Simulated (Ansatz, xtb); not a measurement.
Two isomers of C5H4BF3S

We compare a, `FC(F)(F)C1=CB(S)C=C1`, a singlet, with b, `FC(F)(F)C1=CC=CB1S`, a singlet. Both are isolated molecules in the gas phase, relaxed with PBE0-D3(BJ)/def2-SVP; the shapes shown needn't be the lowest conformers.

a (Å):

```xyz
14

C    -1.8231   -0.7816   -2.3922
C    -0.4701   -0.4573   -1.8441
C     0.3866    0.4591   -2.3272
C     1.2920   -0.7388   -0.3081
C     0.0630   -1.1759   -0.6398
B     1.6411    0.3732   -1.3674
F    -2.7717   -0.5775   -1.4698
F    -2.1278   -0.0465   -3.4593
F    -1.8959   -2.0701   -2.7482
S     3.1528    1.2996   -1.4135
H     0.1770    1.0815   -3.1977
H     2.8741    2.0614   -2.4948
H     1.8654   -1.1250    0.5355
H    -0.5148   -1.9520   -0.1297
```

b (Å):

```xyz
14

C    -1.8633   -0.3988   -2.2256
C    -0.4135   -0.1983   -1.9799
C     0.4143    0.4895   -2.7888
C     1.8130    0.5111   -2.2656
C     1.9313   -0.1617   -1.1040
B     0.4881   -0.7051   -0.7816
F    -2.1695   -1.7013   -2.3099
F    -2.6026    0.1049   -1.2271
F    -2.2782    0.1806   -3.3578
S    -0.0815   -1.6731    0.5881
H     0.1197    0.9809   -3.7204
H     2.6176    1.0268   -2.7983
H     2.8679   -0.2673   -0.5540
H     1.1039   -1.7746    1.2297
```

Question: Which of the two would you expect CCSD(T)/def2-SVP + ΔMP2/def2-TZVPP electronic energies to favour?

Answer: CCSD(T)/def2-SVP + ΔMP2/def2-TZVPP gives E(b) − E(a) = −1.14 kcal/mol, slightly favouring structure b, which is too small a margin to settle the true order.

How the difference moves with the method:

| level | geometry | E(b) − E(a) (kcal/mol) | departure from the last row (kcal/mol) | job, with rough time for the two |
| --- | --- | --- | --- | --- |
| PBE0-D3(BJ)/def2-SVP | PBE0-D3(BJ)/def2-SVP | −1.48 | −0.34 | optimisation, 6.1 min |
| HF/def2-SVP | PBE0-D3(BJ)/def2-SVP | −1.31 | −0.16 | part of the CCSD(T) run |
| MP2/def2-SVP | PBE0-D3(BJ)/def2-SVP | −1.16 | −0.02 | part of the CCSD(T) run |
| CCSD(T)/def2-SVP | PBE0-D3(BJ)/def2-SVP | −1.23 | −0.09 | single point |
| CCSD(T)/def2-SVP + ΔMP2/def2-TZVPP | PBE0-D3(BJ)/def2-SVP | −1.14 |  | single point, 13 min |

As drawn, both hold the same kinds of bond in the same numbers.

The largest departure from CCSD(T)/def2-SVP + ΔMP2/def2-TZVPP is that of PBE0-D3(BJ)/def2-SVP, 0.34 kcal/mol. Levels run at GFN2-xTB geometries aren't shown. The last row adds to CCSD(T) the change of the MP2 difference between the two basis sets, here +0.09 kcal/mol.

With thermal terms from frequencies at re-optimised GFN2-xTB minima (ideal gas, soft modes damped towards free rotors, one conformer each, 298.15 K, 1 atm): the zero-point term adds 0.00 kcal/mol; ΔH is −1.15 and ΔG −1.06 kcal/mol.

The correlated steps freeze 14 core orbitals. Run with Ansatz 0.2.0, xtb 6.7.1; the last row on 2 threads of Arm Neoverse N1 on a shared host.
